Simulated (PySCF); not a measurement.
# BiSe₂: from structure and modes to constants

All numbers come from PySCF, UPBE0, basis Bi def2-SVP with ECP60, Se def2-SVP (scalar-relativistic core potentials, no spin–orbit coupling, density fitting).

The doublet minimum has C2v symmetry. Masses (u): Bi 208.98038, Se 79.91652.

```xyz
3
charge 0 multiplicity 2, angstrom
Bi    0.0000    0.0000   -1.0197
Se    1.2026    0.0000    1.3331
Se   -1.2026    0.0000    1.3331
```

Harmonic wavenumbers (cm⁻¹): 185.2 (b2, ×1), 198.0 (a1, ×1), 297.1 (a1, ×1).

Task: What is the harmonic zero-point energy?

Result: Half the sum of all 3 wavenumbers, 680/2 = 340 cm⁻¹, which is 4.1 kJ/mol (1 cm⁻¹ = 0.0119627 kJ/mol).

Task: Find the vibrational entropy and heat capacity at 298.15 K.

Result: With u = 1.43878 ω/T, each mode gives S = R[u/(eᵘ−1) − ln(1−e⁻ᵘ)] and C = R u² eᵘ/(eᵘ−1)².
```
ω (cm⁻¹)      u  S (J/(mol K))  C (J/(mol K))
   185.2  0.894           9.52           7.78
   198.0  0.955           9.00           7.71
   297.1  1.434           6.00           7.03
```
The sums over all modes are S = 24.5 and C = 22.5 J/(mol K); the softest mode gives 39 % of the entropy.

Task: Give the standard entropy (298.15 K, 1 bar) by its translational, rotational, vibrational and spin parts, and Cp.

Result: Sackur–Tetrode with M = 368.81 u gives 182.6; rotation with symmetry number 2 gives 118.7; vibration 24.5; spin R ln 2 = 5.8. The total is 331.5 J/(mol K), and Cp = 4 R + 22.5 = 55.8 J/(mol K).

This need not be the most stable arrangement of these atoms. Spin–orbit coupling, left out here, can matter for elements this heavy.
